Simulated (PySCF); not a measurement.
# Electron correlation in As (arsenic, neutral)

[Ar] 3d10 4s2 4p3, high-spin 4S determinant. Computed with PySCF 2.14 in aug-cc-pVDZ-DK, with the spin-free X2C one-electron Hamiltonian (Gaussian nucleus). Frozen: [Ar] 3d10; 5 electrons correlated.

MP2 pair energies summed by pair of shells (mhartree):

| pair | energy | share (%) |
| --- | --- | --- |
| 4s-4p | -35.85 | 63.4 |
| 4p-4p | -13.22 | 23.4 |
| 4s-4s | -7.44 | 13.2 |

Total MP2 correlation energy: -56.51 mhartree.

Same-spin part -15.87 and opposite-spin part -40.64 mhartree; SCS-MP2 scales them by 1/3 and 6/5 to -54.06 mhartree.

```
  level  correlation energy (mhartree)
   CCSD                         -71.36
    (T)                          -1.11
CCSD(T)                         -72.47
```

Diagnostics: T1 = 0.0027, D1 = 0.0064, largest double amplitude 0.037.

Cost of the coupled-cluster step: 0.16 s of wall time on 1 thread of Neoverse-V2 (shared host), for 5 correlated electrons.
